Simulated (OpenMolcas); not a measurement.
Tb2+ among 6 point charges of -1.5 e arranged as a trigonal antiprism (D3d), with a polar angle of 50.4° against the regular 54.74°.

- Program: OpenMolcas
- Method: CASSCF
- Basis: ANO-RCC-VTZP [8s7p5d3f2g1h]
- Scalar Hamiltonian: DKH2, point nucleus
- Active space: 9 electrons in 7 orbitals (4f)
- State averaging: 2S+1 = 6 odd, 21 roots; 2S+1 = 4 odd, 128 roots kept (CI in the orbitals of an earlier block, 108 in the spin-orbit step); 2S+1 = 2 odd, 120 roots kept (CI in the orbitals of an earlier block, 40 in the spin-orbit step)
- Spin-orbit coupling: RASSI with atomic mean-field integrals over the reference wave functions

All point charges move together. At R = 2.74 Å the width of the lowest J multiplet is 708 cm-1, and at R = 2.87 Å it is 616 cm-1.

Question: A third run gives 966 cm-1. What distance was it run at?

Answer: With a power law R^-n the two known points give n = -ln(616 / 708) / ln(2.87 / 2.74) = 3.00. Then R = 2.74 × (708 / 966)^(1/3.00) = 2.470 Å. The run was at 2.47 Å, so the estimate is off by 0 Å.

High states are left out of the spin-orbit mixing, which shifts the levels that they would mix with. Point charges carry no covalency, so the field is a model and not that of real ligands. No measured value stands beside these numbers.
